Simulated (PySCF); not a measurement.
C2H5BFN, SMILES FB(C=C)N. Atoms are numbered in the order given.

```xyz
10

B     -0.3722     0.1757     0.3216
F     -1.7133     0.2931     0.4955
C      0.1629    -0.8622    -0.7261
C      1.3660    -0.7934    -1.3332
H     -0.5101    -1.6912    -1.0152
H      1.7004    -1.5328    -2.0809
H      2.0773     0.0253    -1.1212
N      0.4656     0.9990     1.0966
H      0.0992     1.6880     1.7533
H      1.4815     0.9344     1.0755
```
Charge 0, spin multiplicity 1.

The structure is a stationary point at PBE-D3(BJ)/def2-SVP. This is a generated structure with no PubChem entry under its InChIKey; it may be hypothetical. One conformer was computed; it need not be the lowest.

All values below come from PBE-D3(BJ)/def2-SVP (PySCF).

Harmonic, unscaled wavenumbers; measured fundamentals usually lie a few per cent lower.

Computed vibrational spectrum:
| mode | ν (cm⁻¹) | IR (km/mol) | moving atoms (share of kinetic energy) |
|---|---|---|---|
| 1 | 72 | 1.0 | C 43 %, H 39 %, F 13 % |
| 2 | 203 | 2.3 | C 30 %, N 29 %, H 29 % |
| 3 | 350 | 7.7 | H 51 %, C 17 %, B 16 %, F 13 % |
| 4 | 392 | 4.0 | F 34 %, H 26 %, C 18 %, N 14 % |
| 5 | 431 | 147.1 | H 77 %, N 17 % |
| 6 | 480 | 7.9 | H 37 %, C 27 %, B 16 %, F 15 % |
| 7 | 564 | 3.0 | H 93 % |
| 8 | 694 | 32.3 | B 54 %, H 20 %, C 19 % |
| 9 | 740 | 2.5 | C 34 %, H 27 %, N 24 %, F 10 % |
| 10 | 850 | 5.9 | H 55 %, N 25 %, F 20 % |
| 11 | 938 | 29.4 | H 72 %, C 28 % |
| 12 | 989 | 4.7 | H 78 %, C 18 % |
| 13 | 1015 | 11.3 | H 92 %, C 8 % |
| 14 | 1209 | 76.0 | H 55 %, B 25 %, C 12 % |
| 15 | 1287 | 109.5 | H 39 %, B 34 %, C 20 % |
| 16 | 1366 | 94.6 | B 53 %, H 37 % |
| 17 | 1400 | 62.1 | H 72 %, C 15 %, B 12 % |
| 18 | 1545 | 207.9 | H 57 %, N 24 %, B 18 % |
| 19 | 1647 | 28.4 | C 86 %, H 12 % |
| 20 | 3046 | 17.6 | H 95 % |
| 21 | 3068 | 5.2 | H 92 %, C 8 % |
| 22 | 3137 | 16.1 | H 89 %, C 11 % |
| 23 | 3530 | 37.9 | H 96 % |
| 24 | 3640 | 29.0 | H 91 %, N 9 % |
